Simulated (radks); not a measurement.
Ce39+, configuration [Ar] 3d1.

Method: scalar-relativistic Kohn-Sham, LB94 model potential, spin-polarised, spherical densities, finite nucleus; open shells are filled with parallel spins first (spin-orbit coupling, left out, can overturn this in heavy ions); Fermi nuclear charge, rms radius 4.8771 fm; computed with a radial shooting solver on a logarithmic mesh with Libxc functionals.

Energy parts (hartree):
kinetic: 8159.9724
electron-nucleus: -16826.7683
Hartree: 1176.7012
(The LB94 potential has no energy functional, so no total or exchange-correlation energy is given.)

Orbitals (lengths in bohr, moments of r in powers of bohr):
1s up: occ. 1; eigenvalue (hartree) -1566.786; <r> 0.02454
1s down: occ. 1; eigenvalue (hartree) -1566.790; <r> 0.02454
2s up: occ. 1; eigenvalue (hartree) -317.6668; <r> 0.1041
2s down: occ. 1; eigenvalue (hartree) -317.6717; <r> 0.1041
2p up: occ. 3; eigenvalue (hartree) -293.4635; <r> 0.09125
2p down: occ. 3; eigenvalue (hartree) -293.4757; <r> 0.09123
3s up: occ. 1; eigenvalue (hartree) -118.6364; <r> 0.2586
3s down: occ. 1; eigenvalue (hartree) -118.4333; <r> 0.2587
3p up: occ. 3; eigenvalue (hartree) -111.0916; <r> 0.2522
3p down: occ. 3; eigenvalue (hartree) -110.8858; <r> 0.2524
3d up: occ. 1; eigenvalue (hartree) -102.2238; <r> 0.2229
3d down: occ. 0; eigenvalue (hartree) -102.0325; <r> 0.2229

The highest occupied level is 3d up at -2781.7 eV. The density falls to 0.001 e/bohr^3 at r = 0.77 bohr. The electron density at the nucleus is 3.978e+05 e/bohr^3 (large components only). Summed over all electrons, <r^2> = 0.7384 bohr^2, which gives a Langevin (diamagnetic) susceptibility term of -0.585 x 10^-6 cm^3/mol. Spin moment in Bohr magnetons: 1. For comparison, the ionisation energy in NIST's Atomic Spectra Database is 2806 eV (theoretical). In exact Kohn-Sham theory the highest level is minus the ionisation energy, but local and semilocal functionals leave it too shallow, through self-interaction and a potential that decays too fast; potentials with the right tail come closer. The spin density at the nucleus is 2.65 e/bohr^3 (1s 1.12, 2s -10.40, 3s 11.93).
